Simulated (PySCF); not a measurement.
A PySCF script (with the pyscf-properties extension) for the NMR shieldings of `CCB(Cl)OC`, C3H8BClO, on a GFN2-xTB geometry:

```python
import basis_set_exchange as bse
import numpy as np
from pyscf import gto, dft
from pyscf.prop import nmr

atoms = """
C    -2.372401    0.153806    0.226450
C    -1.014882    0.733237    0.630959
B     0.243041   -0.207848    0.354757
Cl    0.020289   -1.933646    0.102796
O     1.450801    0.331846    0.335491
C     2.685699   -0.323758    0.138073
H    -2.398387   -0.049200   -0.841549
H    -3.171433    0.852643    0.463548
H    -2.562416   -0.778405    0.752884
H    -1.042151    0.965975    1.699245
H    -0.864685    1.689231    0.125412
H     2.545212   -1.385701   -0.073131
H     3.195059    0.156108   -0.699183
H     3.285576   -0.204761    1.042106
"""
names = dict.fromkeys(["C", "B", "Cl", "O", "H"], "pcSseg-1")
basis = {el: gto.basis.parse(bse.get_basis(n, elements=[el], fmt="nwchem")) for el, n in names.items()}
mol = gto.M(atom=atoms, basis=basis, charge=0, verbose=0)
mf = dft.RKS(mol, xc="PBE0")
mf.grids.level = 2
mf.grids.alignment = dft.numint.BLKSIZE   # the property module wants whole blocks of grid points
mf.conv_tol = 1e-9
mf.kernel()

calc = nmr.RKS(mf)   # GIAO
C = mf.mo_coeff
Co = C[:, mf.mo_occ > 0]
resp = mf.gen_response(singlet=True, hermi=2)
def vind(x):   # induced exchange potential for any number of trial vectors
    d = np.einsum("pi,xij,qj->xpq", C, 2 * x.reshape(-1, C.shape[1], Co.shape[1]), Co, optimize=True)
    return np.einsum("xpq,pi,qj->xij", resp(d - d.transpose(0, 2, 1)), C, Co, optimize=True).ravel()
mo1, _ = nmr.rhf.solve_mo1(calc, with_cphf=vind)
sigma = calc.kernel(mo1)
for i, s in enumerate(sigma):   # ppm
    print("%2d %-2s %9.2f" % (i, mol.atom_pure_symbol(i), np.trace(s) / 3))
```

Q: What does it print?

A: 
```
 0 C     174.91
 1 C     170.52
 2 B      59.42
 3 Cl    832.93
 4 O     175.03
 5 C     130.45
 6 H      30.87
 7 H      30.66
 8 H      30.46
 9 H      30.75
10 H      30.62
11 H      26.88
12 H      27.78
13 H      27.83
```

These numbers come from an equivalent density-fitted implementation of the same equations, which agrees with the script to about 0.01 ppm for H and up to a few tenths of a ppm for heavy atoms, so last digits may differ.

Size and cost of the density-fitted run: 149 basis functions, 16 s wall time on 1 thread of an Arm Neoverse V1, shared host; peak memory 0.7 GiB.
